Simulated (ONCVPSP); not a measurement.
**Cl (Z = 17): ONCV pseudisation with PBE, scalar-relativistic reference atom.**

- Element: Cl (Z = 17)
- Generator: ONCVPSP 4.0.1
- Type: optimised norm-conserving Vanderbilt (ONCV)
- Functional: PBE
- Relativity: scalar-relativistic
- Frozen core: [Ne]
- Valence charge: 7
- Reference configuration: 3s2 3p5
- Partial waves: 3s: rc 0.95 bohr, ncon 4, nbas 8, qcut 7.8 1/bohr, 3 projectors, debl 0.5 Ha; 3p: rc 1.20 bohr, ncon 3, nbas 7, qcut 7.1 1/bohr, 1 projector; d scattering state at 0.04 Ha: rc 1.25 bohr, ncon 4, nbas 8, qcut 7.1 1/bohr, 1 projector
- Local potential: polynomial inside 0.95 bohr (lpopt 5, dvloc0 -1 Ha)
- Core correction: Teter function, fcfact 2.25, rcfact 1.7

All-electron outer shells of the reference configuration (PBE, scalar-relativistic, ld1.x):

```json
{"shell": "2s", "level (eV)": "-252.70", "outermost node (bohr)": "0.12", "outermost maximum (bohr)": "0.36"}
{"shell": "2p", "level (eV)": "-191.63", "outermost node (bohr)": "–", "outermost maximum (bohr)": "0.30"}
{"shell": "3s", "level (eV)": "-20.69", "outermost node (bohr)": "0.55", "outermost maximum (bohr)": "1.29"}
{"shell": "3p", "level (eV)": "-8.59", "outermost node (bohr)": "0.53", "outermost maximum (bohr)": "1.43"}
```

**Question.** Is a potential produced?

**Answer.** No. ONCVPSP 4.0.1 stopped with "optimize: ERROR ps0norm > uunorm, code will stop": the continuity conditions at rc already need more norm inside rc than the all-electron wave has, so norm conservation cannot be met. It happened in the s channel.
